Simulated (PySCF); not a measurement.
Spinor energies of Tb⁵⁶⁺ (terbium, charge +56)

Start: [He] 2s2 2p5; 2p1/2 filled at m_j = +1/2; 2p3/2 filled at m_j = -3/2, -1/2, +1/2, +3/2. Calculated with PySCF 2.14 in an even-tempered Gaussian basis (17 s from 37 bohr⁻², ratio 2.4; 13 p from 48 bohr⁻², ratio 2.4; 5 d from 170 bohr⁻², ratio 2.6; 4 f from 250 bohr⁻², ratio 2.6): generalised Hartree-Fock with the X2C-1e Hamiltonian and a Gaussian nucleus; one run each with spin-orbit coupling (SO) screened by Boettger's factors, then bare. This is a chosen level, not necessarily the ground level.

| spinor shell | electrons | ε, screened SO (eV) | ε, bare SO (eV) | weight of nominal j (bare SO) | rms radius, bare SO (bohr) |
| --- | --- | --- | --- | --- | --- |
| 1s1/2 | 2 | -57045.1 | -57045.3 | 1.000 | 0.0244 |
| 2s1/2 | 2 | -13125.0 | -13125.1 | 1.000 | 0.0965 |
| 2p1/2 | 1 | -12793.2 | -12813.6 | 1.000 | 0.0820 |
| 2p3/2 | 4 | -11986.1 | -11979.2 | 1.000 | 0.0882 |

```
   quantity  screened SO      bare SO
E (hartree)  -7861.81351  -7861.53163
        M_J          1/2          1/2
       ⟨J²⟩        0.750        0.750
       ⟨L²⟩        2.010        2.010
       ⟨S²⟩        0.760        0.760
```

Each row is a mean over spinors that exchange with the open shell spreads, by up to 18.409 eV (2p3/2).

Breit and QED terms are absent; they matter most for the inner s and p1/2 levels.

Densities and radii are taken from the X2C orbitals without a picture-change correction, which distorts them close to the nucleus.
